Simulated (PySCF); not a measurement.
C8H12S, SMILES Cc1ccc(C(C)C)s1 (GFN2-xTB optimised geometry):

```
21

C     -1.630    -2.849    -0.001
C     -0.697    -1.691     0.000
C      0.660    -1.691     0.000
C      1.221    -0.391     0.000
C      0.292     0.598     0.000
C      0.503     2.078     0.001
C     -0.101     2.706     1.259
C     -0.102     2.707    -1.256
S     -1.314    -0.067     0.000
H     -2.281    -2.821     0.873
H     -2.264    -2.833    -0.888
H     -1.067    -3.779     0.010
H      1.250    -2.591     0.000
H      2.281    -0.205     0.000
H      1.585     2.256     0.000
H     -1.176     2.540     1.279
H      0.334     2.263     2.152
H      0.086     3.777     1.274
H      0.082     3.779    -1.269
H      0.335     2.268    -2.150
H     -1.177     2.538    -1.278
```

Method: CAM-B3LYP/def2-SVP (PySCF).

### Question
What are the frontier orbital energies and the dipole moment?

### Answer
HOMO-2 -10.38 eV, HOMO-1 -8.15 eV, HOMO -7.36 eV, LUMO 1.17 eV, LUMO+1 2.42 eV; dipole moment 0.30 D.

Meta-Löwdin charges at CAM-B3LYP/def2-SVP: C1 -0.29, C2 -0.09, C3 -0.15, C4 -0.15, C5 -0.10, C6 -0.04, C7 -0.28, C8 -0.28, S9 0.19, H10 0.11, H11 0.11, H12 0.11, H13 0.10, H14 0.10, H15 0.09, H16 0.09, H17 0.10, H18 0.09, H19 0.09, H20 0.10, H21 0.09.
